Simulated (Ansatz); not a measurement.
C₃H₁₀BN, SMILES `CBCNC`, relaxed with RKS PBE0-D4/def2-TZVP in Ansatz from a PBE-D4/def2-SVP geometry. The force threshold is 0.005 eV/Å; the program also tests the step.

Charge 0, multiplicity 1.

Start:

```xyz
15

C     0.236    0.087   -1.949
B     1.219   -0.084   -0.746
C     0.872    0.318    0.734
N    -0.507    0.694    1.020
C    -1.406   -0.442    1.106
H    -0.133   -0.936   -2.206
H    -0.647    0.713   -1.712
H     0.736    0.445   -2.874
H     2.347   -0.523   -0.936
H     1.310   -0.430    1.456
H     1.535    1.214    0.864
H    -0.553    1.222    1.899
H    -1.094   -1.234    1.840
H    -2.425   -0.104    1.386
H    -1.490   -0.939    0.117
```

Question: By how much does the energy fall, and how many steps does the optimiser take? (An estimate is asked.)

Answer: The calculation gave: 5.71 kJ/mol, in 10 steps, 1 of them rejected.

Question: Which bonds change most? (Best estimate.)

Answer: Ansatz gave: B2–H9 from 1.225 to 1.204 Å; C5–H13 from 1.124 to 1.104 Å; C3–H10 from 1.128 to 1.109 Å; C3–H11 from 1.122 to 1.104 Å.

Question: Give the relaxed structure. (Estimate.)

Answer: Computed: 
```xyz
15

C     0.219    0.059   -1.933
B     1.201   -0.081   -0.737
C     0.873    0.323    0.736
N    -0.495    0.709    1.028
C    -1.391   -0.424    1.087
H    -0.091   -0.956   -2.227
H    -0.680    0.634   -1.707
H     0.710    0.467   -2.821
H     2.313   -0.499   -0.932
H     1.272   -0.441    1.434
H     1.533    1.193    0.896
H    -0.534    1.206    1.908
H    -1.072   -1.208    1.796
H    -2.392   -0.093    1.370
H    -1.466   -0.889    0.100
```
